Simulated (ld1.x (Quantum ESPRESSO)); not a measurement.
**Before and after: TM potential for O**

```json
{
 "Element": "oxygen",
 "Generator": "ld1.x (Quantum ESPRESSO) 7.5",
 "Type": "norm-conserving Troullier–Martins (Kleinman–Bylander form)",
 "Functional": "PBEsol",
 "Relativity": "non-relativistic",
 "Frozen core": "[He]",
 "Valence charge": "6",
 "Reference configuration": "2s2 2p3.5 (charge +0.5)",
 "Partial waves": "2s (bound): rc 0.90 bohr; 2p (bound): rc 1.45 bohr; 3d channel at -0.05 Ry: rc 1.40 bohr",
 "Local potential": "all-electron potential smoothed inside 0.80 bohr (lloc = -1)",
 "Core correction": "Bessel-smoothed model core, default radius (core density twice the valence density)"
}
```

Change: local potential all-electron potential smoothed inside 1.38 bohr (lloc = -1).

Cutoffs: the cutoffs (Ry, on a coarse ladder) from which the occupation-weighted sum of valence levels, in a spherical-Bessel basis at the reference potential, stays within 10 and 1 mRy of its value at 400 Ry; they do not see the model core or the augmentation charge, which bear on the density cutoff. Errors are all-electron minus pseudo energies relative to the spin-unpolarised reference configuration.

Question: How do hardness, ghosts and transferability respond?

Answer: The potential gets neither clearly harder nor softer (80 Ry and 180 Ry → 80 Ry and 180 Ry); of the 7 tests that both files solve, the error grows in 1 and shrinks in 5 by more than 15 % and 0.3 meV (median size 11.8 → 13.7 meV); neither file shows a bound ghost.

| quantity | base | changed |
| --- | --- | --- |
| cutoff, loose | 80 Ry | 80 Ry |
| cutoff, tight | 180 Ry | 180 Ry |
| bound ghosts | none | none |
| error for 2s2 2p4, meV [ΔE -6.26 eV] | +1.8 | +0.3 |
| error for 2s2 2p3, meV [ΔE 10.11 eV] | +5.5 | +3.1 |
| error for 2s2 2p2, meV [ΔE 43.59 eV] | +110 | +81 |
| error for 2s2 2p4.3, meV [ΔE -8.37 eV] | +2.8 | -0.3 |
| error for 2s1 2p4, meV [ΔE 25.19 eV] | -12 | -14 |
| error for 2s2 2p1, meV [ΔE 97.31 eV] | +563 | +463 |
| error for 2s1 2p5, meV [ΔE 8.54 eV] | +31 | +30 |
| s: phases at 1.59 bohr within 0.05 rad from the reference energy up to (Ry; the scan ends near 5) | 4.4 | 4.0 |
| p: phases at 1.59 bohr within 0.05 rad from the reference energy up to (Ry; the scan ends near 5) | 3.6 | 3.3 |
| d: phases at 1.59 bohr within 0.05 rad from the reference energy up to (Ry; the scan ends near 5) | to the end of the scan | to the end of the scan |
